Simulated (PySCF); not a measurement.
Nb(F)3(OH)2 (F₃H₂NbO₂), SMILES [F][Nb]([OH])([F])([F])[OH], multiplicity 1.

Geometry: r2SCAN-D4/def2-SVP. A frequency run showed that this geometry is not a minimum. The spin state was assumed, not searched. The structure was generated by enumeration; whether it is a known compound was not checked. The def2 effective core potentials stand for the cores of Nb; spin–orbit coupling is left out. Other conformers were not sampled.

Two levels are set side by side: PBE/def2-TZVP (PySCF) and HF/def2-TZVP (PySCF). Same geometry, gas phase. Differences are taken from unrounded values.

| quantity | HF |
|---|---|
| orbital gap (eV) | 15.97 |
| highest occupied level (eV) | -14.30 |
| lowest empty level (eV) | 1.67 |
| mean polarisability (bohr³) | 39.5 |

**Question.** What does PBE give, and how far is it from HF? (Estimate from the structure and the level; the computed values follow.)

**Answer.** 
| quantity | PBE | PBE minus HF |
|---|---|---|
| orbital gap (eV) | 5.50 | -10.47 |
| highest occupied level (eV) | -8.17 | 6.12 |
| lowest empty level (eV) | -2.68 | -4.35 |
| mean polarisability (bohr³) | 50.3 | 10.8 |

Without exact exchange PBE keeps part of each electron's self-repulsion, which lifts occupied levels and narrows the gap. Loosely held outer electrons make PBE densities more polarisable. Differences between two approximate levels are no errors against the true value.

Rough cost on one machine, each run with all the roots and properties that it gave: HF against PBE about 1/2.
